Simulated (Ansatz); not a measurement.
H$_{6}$O$_{2}$SSi$_{2}$, SMILES `O[SiH2]O[SiH2]S`. Total charge 0; spin multiplicity 1. All single points use the PBE0-D4/def2-TZVP geometry. It is one conformer, not always the lowest.

```xyz
11

O    -0.446   -1.082    1.760
Si    0.659   -1.399    0.596
O     0.327   -0.582   -0.791
Si    0.016    0.938   -1.285
S    -0.908    2.112    0.252
H    -0.539   -0.162    2.020
H     2.023   -1.003    1.030
H     0.565   -2.843    0.312
H    -0.872    0.864   -2.465
H     1.273    1.663   -1.583
H    -2.097    1.493    0.153
```

(1) What is the dipole moment at ωB97M-V/def2-TZVPP? (An estimate is asked.)

(2) And with PBE, r2SCAN, B3LYP? (Estimate.)

(3) Give the Mulliken charges with ωB97M-V, PBE, r2SCAN in def2-TZVPP. (An estimate is asked.)

## Answers

(1) Ansatz gave: 0.89 D, with components (-0.15, 0.76, -0.45) D in this frame, pointing from negative to positive charge.

(2) Ansatz gave: PBE 0.88 D, r2SCAN 0.86 D, B3LYP 0.90 D.

(3) Ansatz gave: 
| atom | ωB97M-V | PBE | r2SCAN |
| --- | --- | --- | --- |
| O1 | -0.39 | -0.35 | -0.41 |
| Si2 | 0.50 | 0.50 | 0.61 |
| O3 | -0.39 | -0.31 | -0.42 |
| Si4 | 0.37 | 0.39 | 0.51 |
| S5 | -0.28 | -0.28 | -0.30 |
| H6 | 0.18 | 0.18 | 0.20 |
| H7 | -0.06 | -0.09 | -0.10 |
| H8 | -0.03 | -0.07 | -0.08 |
| H9 | -0.02 | -0.05 | -0.06 |
| H10 | -0.02 | -0.05 | -0.07 |
| H11 | 0.14 | 0.13 | 0.12 |

B3LYP here is the variant with VWN-RPA as its local correlation; programs differ in this.
